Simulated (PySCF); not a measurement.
# Checking a proposed structure

A compound C₅H₇NO gives the data below (simulated from a calculation) and was assigned the structure `C=C(C#N)OCC`.

¹³C{¹H} NMR (computed): δ 167.3 (CH), 124.2 (C), 94.5 (C), 60.7 (CH3), 14.4 (CH3).

¹H NMR (400 MHz, computed): δ 6.83 (s, 1H), 3.94 (s, 3H), 1.90 (s, 3H).

- shieldings: GIAO PBE0/pcSseg-1
- coordinates at the GFN2-xTB level
- run in PySCF 2.14
- single conformer, isolated molecule, non-relativistic Hamiltonian, averaged over atoms made equivalent by symmetry, fast rotation or ring inversion

Scale: ¹H (31.72 ppm), ¹³C (186.93 ppm) against TMS (reference shieldings calculated alike).

Question: Compare with the shifts computed for the proposed structure, pairing carbons in order of shift.

Answer: Numbering as in the mapped SMILES `[CH2:1]=[C:2]([C:3]#[N:4])[O:5][CH2:6][CH3:7]`. Each H is labelled by its parent atom.

```tsv
atom	computed for proposal	given list	difference
C2	144.0	167.3	-23.3
C3	119.2	124.2	-5.0
C1	114.6	94.5	+20.1
C6	68.8	60.7	+8.1
C7	17.3	14.4	+2.9
```

The rms difference is 14.4 ppm and the largest -23.3 ppm at C2 (alkene carbon bearing oxygen). The carbon types in order of shift don't match either: C, C, CH2, CH2, CH3 for the proposal against CH, C, C, CH3, CH3 in the data. The proposal doesn't fit.

Question: Which isomer fits?

Answer: `N#C/C(=C/OC)C`.

1. Carbon types of the structure: 2 × C, 1 × CH, 2 × CH3, which accounts for all hydrogens.
2. δC 167.3: alkene carbon bearing oxygen; an sp2 carbon further deshielded by the attached heteroatom.
3. δC 124.2: nitrile carbon; this is the usual window of a C≡N carbon, which has no attached hydrogen.
4. δC 94.5: β carbon of an enol-ether or enamine type C=C; the O or N lone pair pushes π density onto this β carbon and shields it.
5. δC 60.7: methyl carbon bonded to O; deshielded by the electronegative neighbour.

Other isomers checked: Cn1ccc(O)c1 (rms 22.6 ppm).

The data come from this structure; uniqueness wasn't tested.

Shifts are as computed. Against solution values, carbons near 30 ppm lie about +3 ppm off and those near 130 ppm about +5 ppm. Of 1211 compounds with measured shifts, 218 miss one by over three times the rms of a fit or turn the order of signals round; such compounds aren't used in these exercises. Multiplicities follow the n + 1 count of equivalent neighbours, as no J values were calculated; m marks all less simple cases, F and P coupling included.
